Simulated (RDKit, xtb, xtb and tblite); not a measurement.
Internal rotation in SMILES CC(C)(C)CCCl (C₆H₁₃Cl), singlet. Scanned: dihedral C2–C5–C6–Cl7; all other coordinates were relaxed at GFN2-xTB. Points at φ and −φ are mirror images. Heavy atoms are numbered in the order of the SMILES CC(C)(C)CCCl, hydrogens after them in the order of the atoms that carry them; the mirror image has the same energies with the sign of each dihedral reversed. Each profile is relative to its own lowest point.

```tsv
φ / °	A	B	C
-150	4.5	9.8	3.9
-120	9.4	18.6	7.8
-90	4.4	11.3	2.4
-60	6.3	18.1	4.1
-30	18.2	38.8	13.6
0	27.3	52.1	20.9
30	18.2	38.8	13.6
60	6.3	18.1	4.1
90	4.4	11.3	2.4
120	9.4	18.6	7.8
150	4.5	9.8	3.9
180	0.0	0.0	0.0
```

Energies in kJ/mol.

**Question.** Which curve belongs to which method? The methods are xtb with GFN1-xTB // GFN2-xTB; GFN2-xTB in xtb and tblite; MMFF94 // GFN2-xTB in RDKit.

**Answer.** A is GFN2-xTB; B is MMFF94; C is GFN1-xTB.
